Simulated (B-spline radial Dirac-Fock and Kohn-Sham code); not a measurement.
## Electron-impact ionisation of As

System: neutral arsenic, configuration 1s2 2s2 2p6 3s2 3p6 3d10 4s2 4p3.

The computed values come from a radial B-spline solver: the relativistic binary-encounter-Bethe (RBEB) model with Dirac-Fock orbital kinetic energies; direct ionisation only. For shells bound by less than 100 eV the term U + B of the denominator is divided by n when n is 3 or more, and by 2 for n = 1, 2 in singly charged ions. Excitation-autoionisation and multiple ionisation are left out; it is a semi-empirical estimate, least reliable for totals near the maximum.

Orbital inputs (open shells are filled statistically over j, and the NIST value is set on the highest orbital of the configuration average):

```
subshell  N   B (eV)                                  source of B   U (eV)
      1s  2  11867.0                               tabulated edge  15024.9
      2s  2   1527.0                               tabulated edge   2969.2
   2p1/2  2   1359.1                               tabulated edge   2924.4
   2p3/2  4   1323.6                               tabulated edge   2790.9
      3s  2    204.7                               tabulated edge    678.7
   3p1/2  2    165.5                                Dirac-Fock −ε    620.5
   3p3/2  4    160.1                                Dirac-Fock −ε    595.7
   3d3/2  4    57.14                                Dirac-Fock −ε    467.6
   3d5/2  6    56.34                                Dirac-Fock −ε    461.5
      4s  2    19.40                                Dirac-Fock −ε    72.01
   4p1/2  1    10.07  NIST ionisation energy + computed splitting    45.43
   4p3/2  2     9.79                       NIST ionisation energy    43.45
```

Question: What cross sections does the model give, and where is the maximum?

Answer: On this grid the total peaks at 50 eV with 4.78 × 10⁻¹⁶ cm², about 5.1 times the lowest threshold.

```
T (eV)  total (b)  K shell (b)  L shell (b)  M shell (b)  N shell (b)
    10   6.29e+06            –            –            –     6.29e+06
    15   2.04e+08            –            –            –     2.04e+08
    20   3.21e+08            –            –            –     3.21e+08
    30   4.44e+08            –            –            –     4.44e+08
    40   4.78e+08            –            –            –     4.78e+08
    50   4.78e+08            –            –            –     4.78e+08
    70   4.55e+08            –            –     6.26e+06     4.48e+08
   100   4.11e+08            –            –     1.77e+07     3.93e+08
   150   3.48e+08            –            –     2.75e+07     3.20e+08
   200   3.02e+08            –            –     3.17e+07     2.70e+08
   300   2.40e+08            –            –     3.40e+07     2.06e+08
   500   1.74e+08            –            –     3.18e+07     1.42e+08
  1000   1.07e+08            –            –     2.42e+07     8.26e+07
  2000   6.29e+07            –        15700     1.62e+07     4.67e+07
  3000   4.55e+07            –        31600     1.23e+07     3.32e+07
  5000   3.00e+07            –        42800     8.50e+06     2.15e+07
 10000   1.69e+07            –        42800     4.97e+06     1.18e+07
 15000   1.20e+07         37.8        38000     3.60e+06     8.38e+06
 20000   9.46e+06         87.5        33700     2.86e+06     6.57e+06
 30000   6.79e+06          141        27500     2.07e+06     4.69e+06
 50000   4.53e+06          172        20600     1.40e+06     3.11e+06
100000   2.74e+06          168        13800       852000     1.87e+06
200000   1.80e+06          147         9730       565000     1.23e+06
300000   1.49e+06          137         8320       471000     1.01e+06
 1e+06   1.14e+06          133         6860       364000       770000
```
